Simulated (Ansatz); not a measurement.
InSn6⁺, relaxed as a singlet with RKS B3LYP-D4/def2-SVP in Ansatz, starting from the GFN2-xTB geometry. Force threshold 0.02 eV/Å.

In the def2 sets In, Sn take a core potential; there is no spin–orbit coupling. Another isomer (singlet) lies 0.49 eV lower at PBE0-D4/def2-TZVP; other spin states weren't run for this one.

Start:

```xyz
7

In    2.579    1.857   -1.861
Sn   -1.151    0.653    1.990
Sn    1.173   -1.472    1.069
Sn    1.473    1.356    1.270
Sn   -1.612   -1.789    0.521
Sn   -0.215    0.421   -0.883
Sn   -2.247   -1.027   -2.107
```

(1) Estimate the energy that the relaxation releases and the steps that it takes.

(2) Does the start keep its bonding?

(3) Predict the relaxed structure.

Answers

(1) 0.40 eV, in 12 steps; 3.7 min on 4 threads of Arm Neoverse N1 on a shared host. The force fell under the threshold at step 9, but the optimiser went on. No frequencies were taken in this run, so the end may be a saddle point.

(2) By distances, no bond broke or formed. The bond that changes most is Sn5–Sn6, from 2.97 to 3.23 Å (atoms count from 1).

(3) 
```tsv
atom	x (Å)	y (Å)	z (Å)
In1	2.378	2.409	-1.721
Sn2	-1.107	0.912	1.844
Sn3	1.057	-1.751	1.129
Sn4	1.771	1.104	1.246
Sn5	-1.852	-1.698	0.718
Sn6	-0.035	0.265	-1.087
Sn7	-2.212	-1.242	-2.129
```
Bond lengths (bridged metal pairs left out): 10 × Sn–Sn 2.85 to 3.23 Å; 2 × In–Sn 3.29 to 3.30 Å.
